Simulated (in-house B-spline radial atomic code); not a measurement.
A run on Sn (an excited or competing configuration) that did not converge. Method: scalar-relativistic (X2C) wB97X, spin-polarised, spherical fractional occupations, exact exchange averaged over the configuration, Fermi nucleus of rms radius 4.6519 fm; computed with an all-electron radial atomic-structure program (B-spline basis).

Command:
```bash
python run_scf.py task.json out
```
Settings (nuclear radius in fm, mass in u):
```
Z                50
configuration    [Kr] 4d10 5s1 5p2 6f1
hamiltonian      x2c
method           wb97x
spin_polarised   True
nucleus          fermi
rms_radius       4.6519
atomic_mass      119.9022
speed_of_light   137.035999084
exact_exchange   averaged over the configuration
```

First and last ten iterations of the last attempt (damped for 15 steps, keeping 80 % of the old Fock matrix, then DIIS):
```
 iter        energy (Eh)    residual
    1       -6174.315964    4.74e-01
    2       -6175.076590    1.88e-01
    3       -6175.776025    1.19e-01
    4       -6176.071892    7.48e-02
    5       -6176.195311    4.63e-02
    6       -6176.246002    2.87e-02
    7       -6176.266640    1.78e-02
    8       -6176.274999    1.14e-02
    9       -6176.278363    7.78e-03
   10       -6176.279873    6.01e-03
  111       -6176.280879    1.94e-04
  112       -6176.280883    3.27e-04
  113       -6176.280872    1.66e-04
  114       -6176.280876    2.16e-04
  115       -6176.280796    2.52e-04
  116       -6176.280830    1.05e-04
  117       -6176.280834    2.20e-04
  118       -6176.280815    1.90e-04
  119       -6176.280812    1.53e-04
  120       -6176.280849    1.66e-04
 not converged after 120 iterations
```

The smallest residual met was 1.1e-04; the threshold is about 5e-07. No energy from this run should be used. Cost of the run: 41 s on 1 thread of Arm Neoverse V1, on a shared host.
